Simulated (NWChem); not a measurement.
Molecule: SnSiH$_{3}$Cl, singlet; SMILES [SiH3][Sn][Cl]

```xyz
6

Sn     0.7403    -0.1065    -0.0906
Cl    -1.1889    -1.5243     0.1159
Si    -0.8607     2.0372    -0.0154
H     -1.6305     2.0360     1.2707
H     -1.8421     1.9638    -1.1459
H     -0.1383     3.3480    -0.1177
```
Atoms are numbered in this order, from 1.

Level: PBE0/def2-SVP with def2 effective core potentials on Sn (NWChem), optimised geometry, unscaled harmonic frequencies. Low-valent species are run as closed-shell singlets; no triplet was tried in these runs. def2 effective core potentials on Sn; no spin-orbit coupling.

```csv
frequency (cm⁻¹),IR intensity (km/mol)
83,0.1
87,2.2
274,18.1
345,16.7
353,48.7
436,11.2
833,294.0
922,39.6
934,33.5
2195,93.4
2210,90.9
2215,84.9
```

- zero-point energy = 15.6 kcal/mol
- thermal correction to the enthalpy at 298.15 K (with zero-point energy) = 19.9 kcal/mol
- heat capacity Cv = 17.7 cal/(mol K)
- entropy at 298.15 K and 1 atm (symmetry number 1) = 82.0 cal/(mol K)

Rigid rotor and harmonic oscillator; modes under 100 cm⁻¹ make the entropy uncertain.
